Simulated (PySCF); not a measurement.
Ionisation of hexafluoropropylene

System: hexafluoropropylene, `FC(F)=C(F)C(F)(F)F` (C3F6). Coordinates in Å; atoms count from 1 in this order:
```
F     0.1664    2.3820   -0.9713
C    -0.3219    1.2514   -0.5506
F    -1.6185    1.2095   -0.6358
C     0.4504    0.2640   -0.0899
F     1.7677    0.4277   -0.0502
C    -0.0058   -1.0642    0.4356
F     0.2880   -1.1847    1.7303
F    -1.3154   -1.2231    0.2880
F     0.6153   -2.0519   -0.2055
```

Level of theory: ωB97X-D3(BJ)/ma-def2-TZVP single points in PySCF, grid level 2; every species was optimised with PBE0-D3(BJ)/def2-SVP. The prefix ma- adds one diffuse s and one diffuse p function on all atoms but H. Thermal corrections: PBE0-D3(BJ)/def2-SVP frequencies, unscaled, ideal gas at 298.15 K and 1 bar, quasi-RRHO entropy.

Frontier levels of the parent: HOMO -10.74 eV, LUMO 1.05 eV.

Oxidation to the radical cation:
- Vertical ionisation energy (electronic): 10.84 eV
- Adiabatic ionisation energy (with zero-point energy): 10.37 eV
- Adiabatic, electronic part: 10.37 eV
- Vertical gap at the product's structure: 9.58 eV
- Inner reorganisation energy (four-point): 1258 meV
- Relaxation of product / of parent: 476 / 783 meV
- ⟨S²⟩ of the product: 0.752
- Largest spin populations: C4 0.47, C2 0.24, F5 0.13
- Largest changes of atomic charge: C4 0.22, C2 0.19, F5 0.17, F1 0.14
- Distances that move most (Å): C2–C4 1.336 → 1.423; C4–F5 1.328 → 1.266; F1–C2 1.301 → 1.252; C2–F3 1.300 → 1.253
- Potential in acetonitrile: 7.71 V absolute, 3.17 V against Fc+/Fc computed at 4.54 V (solvation -7 → -260 kJ/mol)

Solvents are IEF-PCM continua (electrostatics only, gas-phase structures); absolute potentials refer to an electron at rest in vacuum. Fc+/Fc in acetonitrile, 4.54 V, is ωB97X-D3(BJ)/ma-def2-TZVP on PBE0-D3(BJ)/def2-SVP structures with GFN2-xTB thermal terms. Benchmark calculations put it near 5.0 V in acetonitrile and DMSO, so it is about 0.5 V low, and the value against it can read up to that much too high.

Measured values (NIST Chemistry WebBook, evaluated or the median of agreeing entries): adiabatic ionisation energy 10.60 eV (computed 10.37, difference -0.23).
